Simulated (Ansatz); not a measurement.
Relaxation of ClF5H3PW (11 atoms, charge 0, multiplicity 1), to a largest force component of 0.03 eV/Å in at most 50 steps.

All numbers below come from RHF/def2-SVP (Ansatz).

```xyz
11
Properties=species:S:1:pos:R:3
W -0.393 -0.104 -0.107
Cl -0.143 -0.024 2.225
F 1.407 -0.187 -0.382
F -0.519 1.693 -0.284
F -2.208 -0.169 0.068
F -0.417 -1.930 -0.049
F -0.599 -0.224 -1.918
P 2.303 2.067 1.133
H 2.840 2.930 2.119
H 3.545 1.782 0.525
H 2.246 0.925 1.964
```

Question: Where does it end, and by what steps?

Answer: The run converged. The force dipped under the threshold on the way, but the program's further checks kept it going. After 29 steps the energy has fallen by 0.522 eV; H11 moved furthest, 1.95 Å.

```
step  energy less start (eV)  largest force component (eV/Å)  accepted
   0                  0.0000                           1.194       yes
   2                 -0.4133                           0.285       yes
   4                 -0.5009                           0.124       yes
   6                 -0.5048                           0.058       yes
   8                 -0.5107                           0.102       yes
  10                 -0.5137                           0.111       yes
  12                 -0.5157                           0.194       yes
  14                 -0.5182                           0.013       yes
  16                 -0.5190                           0.097       yes
  18                 -0.5197                           0.053       yes
  20                 -0.5206                           0.049       yes
  22                 -0.5211                           0.049       yes
  24                 -0.5218                           0.032       yes
  26                 -0.5221                           0.031       yes
  28                 -0.5223                           0.036       yes
  29                 -0.5225                           0.002       yes
```

```xyz
11
Properties=species:S:1:pos:R:3
W -0.848 -0.412 -0.279
Cl -0.865 -0.305 1.986
F 0.959 -0.647 -0.316
F -0.634 1.392 -0.422
F -2.660 -0.198 -0.346
F -1.075 -2.223 -0.238
F -0.846 -0.507 -2.109
P 3.007 2.193 1.716
H 3.217 3.411 2.398
H 3.738 2.554 0.563
H 4.069 1.502 2.341
```

Whether the end is a true minimum wasn't checked by a vibrational analysis.

The run took 74 s on 4 threads of Arm Neoverse V1, on a shared host, peak memory 0.48 GiB.
